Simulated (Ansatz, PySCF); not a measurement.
Ga(OH)(SiH3)2 (GaH7OSi2), SMILES [OH][Ga]([SiH3])[SiH3].

The structure is a stationary point at B3LYP-D3(BJ)/def2-SVP. The structure was generated by enumeration; whether it is a known compound was not checked. The values are those of a single conformer.

Vertical ionisation energy (IE) and electron affinity (EA) in eV. Rows of orbital energies are one-electron estimates. Where ΔSCF, EOM or ADC give a negative EA the extra electron is unbound and the value depends on the basis.

```csv
level,IE,EA
"−ε(HOMO), −ε(LUMO), r2SCAN/def2-TZVP (PySCF)",6.43,2.44
"−ε(HOMO), −ε(LUMO), PBE/def2-TZVP (PySCF)",6.20,2.57
"ΔSCF, CAM-B3LYP/def2-SVPD (Ansatz), final states of multiplicity 2 and 2",9.17,0.23
"ΔSCF, PBE/def2-SVPD (Ansatz), final states of multiplicity 2 and 2",[?],[?]
```

Q: Complete the blanks. (An estimate is asked for; the answer gives what the named calculation found.)

A: 
- ΔSCF, PBE/def2-SVPD (Ansatz, a first-principles code), final states of multiplicity 2 and 2, IE: 8.83
- ΔSCF, PBE/def2-SVPD (Ansatz), final states of multiplicity 2 and 2, EA: 0.30

Q: What vertical singlet–triplet gap does ΔSCF give with CAM-B3LYP/def2-SVPD (Ansatz) and with PBE/def2-SVPD (Ansatz)? (The exact figures need the calculation; the answer reports its results.)

A: 3.83 and 3.45 eV (triplet above singlet where positive).
